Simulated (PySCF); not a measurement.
# [Cd(OH)(NH2)] (charge 0, multiplicity 1)

Computed with TPSSh-D3(BJ)/def2-TZVP // r2SCAN-D4/def2-SVP (PySCF 2.14.0).

```
Property                                                        Value
-------------------------------------  ------------------------------
HOMO                                                         -6.35 eV
dipole moment                                                  2.82 D
LUMO                                                         -1.37 eV
HOMO–LUMO gap                                                 4.99 eV
charge on the central atom (Mulliken)                          0.78 e
total energy                                              -8150.82 eV
cost                                   around 50 core-seconds (rough)
```

```xyz
6

Cd     0.0723    -0.0016    -0.2097
O      1.5540     1.2614     0.0563
H      1.8497     1.2417     0.9769
N     -1.4353    -1.1971    -0.7685
H     -2.2771    -1.0071    -0.2197
H     -1.2126    -2.1785    -0.5857
```
